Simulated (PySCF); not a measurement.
Computed NMR parameters against published values

Cartesian coordinates in Å; atom numbers follow the order of the lines, from 1:
```xyz
13

C     2.4186    0.2448   -0.2942
S     1.3094   -1.1752   -0.5128
C    -0.2446   -0.4323   -0.2047
C    -1.4876   -1.1241   -0.2458
C    -2.4342   -0.1965    0.0483
O    -1.8776    1.0046    0.2656
C    -0.5457    0.8614    0.1117
H     3.4240   -0.1253   -0.4684
H     2.3303    0.6233    0.7198
H     2.1722    1.0144   -1.0197
H    -1.6266   -2.1615   -0.4649
H    -3.5004   -0.2679    0.1305
H     0.0578    1.7345    0.2524
```

Published estimates (parent shift plus substituent increments) and measurements: δ ¹H H12 7.23; H13 7.20; H11 6.25 ppm (estimated from measurements, as parent shift plus tabulated substituent increment; solution, not stated per compound (mostly CDCl3 or CCl4); Pretsch, Buehlmann, Badertscher, Structure Determination of Organic Compounds, 4th ed. (2009)).

PySCF 2.14 calculation with GFN2-xTB geometry and PBE0/pcSseg-1 with gauge-including orbitals; one computed conformer, equivalent nuclei averaged, no relativistic terms, no solvent model.

Question: What does the calculation give, and how does it compare?

Answer: 
Reference values: estimated from measurements, as parent shift plus tabulated substituent increment (solution, not stated per compound (mostly CDCl3 or CCl4); Pretsch, Buehlmann, Badertscher, Structure Determination of Organic Compounds, 4th ed. (2009)).
```csv
atoms,quantity,reference,computed,"computed, scaled"
H12,δ ¹H,7.23,7.50,7.16
H13,δ ¹H,7.20,6.89,6.59
H11,δ ¹H,6.25,6.53,6.25
```

Computed shifts are σ(ref) − σ with the named reference compound (TMS for H and C) calculated as an isolated molecule at the same level. The measured values may be among those fitted. Scaled to experiment by linear calibration (H and C: mostly CDCl3 data, vs TMS): ¹H: δ = 30.01 − 0.943σ (rms 0.17 ppm, 504 shifts, 0.18 ppm with the 4 outliers that the fit left out). Occasional misses reach two or three times the rms, and more in compound classes unlike the fitted ones.

Question: How far are the unscaled ¹H shifts from the references?

Answer: Mean signed difference +0.08 ppm, mean absolute 0.29 ppm over 3 comparisons; the largest is -0.31 ppm at H13 (hydrogen on an aromatic CH next to the ring oxygen).
